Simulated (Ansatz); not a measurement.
Consider the substitution at a C–S bond: `CCSC(C)C` + `[OH][InH][F]` → `CC(C)[O][InH][F]` + `CCS`.

Calculated with Ansatz (gas phase, PBE0-D4/def2-TZVP geometries, no zero-point term in ΔE). CCSD(T)/CBS adds triple-zeta CCSD(T) − MP2 to the extrapolated MP2 energy (def2 sets, frozen cores). Elements past krypton have def2 core potentials. For In outer-core shells are correlated without core-valence functions, which leaves a few kJ/mol of doubt a bond. Each species was taken in one conformer, which may not be the lowest.

| species | HF/CBS(def2) energy (Eh) |
| --- | --- |
| `CCSC(C)C` | -593.96696 |
| `[OH][InH][F]` | -364.80164 |
| `CC(C)[O][InH][F]` | -481.94285 |
| `CCS` | -476.81954 |

Q: Work out ΔE.

A: ΔE = (-481.94285) + (-476.81954) − (-593.96696) − (-364.80164) = 0.00621 Eh = +16.3 kJ/mol. CCSD(T)/CBS gives +30.0 kJ/mol.

Largest T1 diagnostic among the species: 0.017.

In def2-TZVPP, CCSD(T) changes the Hartree–Fock value by +10.5 kJ/mol (the triples alone add +1.6 kJ/mol) and MP2 by +20.9 kJ/mol. The D4 term adds +4.0 kJ/mol with B3LYP and +2.5 kJ/mol with PBE0; it sums over pairs of atoms, weighted by their polarisabilities, and B3LYP, whose exchange is more repulsive, gets the larger term.

B3LYP here is the variant with VWN-RPA as its local correlation; programs differ in this.
